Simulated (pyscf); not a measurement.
`[CH2][GaH][Cl]` [doublet] -> `[CH3][Ga][Cl]` [doublet] (hydrogen shift; doublet surface; Ga–H broken, C–H formed). Structures and frequencies: ωB97X-D3(BJ)/def2-SVP in PySCF. MP2 and CC: frozen core, UHF for open shells. ΔMP2 is the change of the MP2 total energy from the triple- to the quadruple-zeta basis. Energies in kJ/mol from the reactant's lowest minimum found.

| level | barrier | reaction energy |
|---|---|---|
| PBE0-D3(BJ)/def2-TZVP | ___ | -104.7 |
| M06-2X/def2-TZVP | 170.5 | -112.4 |
| ωB97M-D3(BJ)/def2-TZVP | 175.1 | -103.9 |
| HF/def2-TZVP | 231.3 | -66.4 |
| MP2/def2-QZVPP | 191.0 | -102.8 |
| CCSD/def2-TZVPP | 184.5 | -88.0 |
| CCSD(T)/def2-TZVPP + ΔMP2(QZVPP) | ___ | ___ |

Q: Some entries are withheld; supply them.

A: 
- PBE0-D3(BJ)/def2-TZVP, barrier: 164.5
- CCSD(T)/def2-TZVPP + ΔMP2(QZVPP), barrier: 170.3
- CCSD(T)/def2-TZVPP + ΔMP2(QZVPP), reaction energy: -93.6

One saddle was located; it need not be the lowest between these sides. The CCSD(T) − MP2 part came from Ansatz, without density fitting, on the same reference. A UHF reference is spin-contaminated (<S²> up to 0.91), which harms MP2 most. The frozen core leaves the outer d or s,p core shells of the metals and heavy elements correlated in the MP2 and CC values, and def2-TZVPP describes them poorly, which can shift differences by a few kcal/mol. Elements up to Kr have no core potential and no relativistic terms here.
